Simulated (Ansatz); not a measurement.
CHFGeN (`N#[C][GeH][F]`) radical. The species carries charge 0 and has multiplicity 2.

Cartesian coordinates in Å:
```
N -1.205 -0.756 1.817
C -0.530 -0.372 0.964
Ge 0.751 0.283 -0.313
F 0.661 -0.827 -1.639
H 0.322 1.673 -0.830
```

Problem. List the harmonic frequencies (cm⁻¹, unscaled) at PBE0-D4/def2-TZVP in Ansatz. (Best estimate.)

Solution. The calculation gave: 132, 238, 330, 482, 625, 666, 714, 2097, 2305.

Problem. Is this a minimum?

Solution. Yes, all 9 modes are real.

Problem. Give the ideal-gas thermochemistry at 298.15 K and 1 bar (rigid rotor, harmonic oscillator; point group C1, symmetry number 1).

Solution. Zero-point energy 45.4 kJ/mol; H(298) − E = 61.0 kJ/mol; entropy 313.6 J/(mol·K), of which translation 168.4, rotation 107.0, vibration 32.4, electronic 5.8; G(298) − E = -32.5 kJ/mol.

Problem. And at 400, 500, 600, 800 and 1000 K?

Solution. 
```csv
T (K),H − E (kJ/mol),S (J/mol/K),G − E (kJ/mol)
400,68.8,335.9,-65.6
500,77.0,354.1,-100.1
600,85.5,369.7,-136.3
800,103.6,395.7,-213.0
1000,122.6,416.9,-294.3
```

Problem. Rotational constants (cm⁻¹)?

Solution. 0.4307, 0.1032, 0.0846.
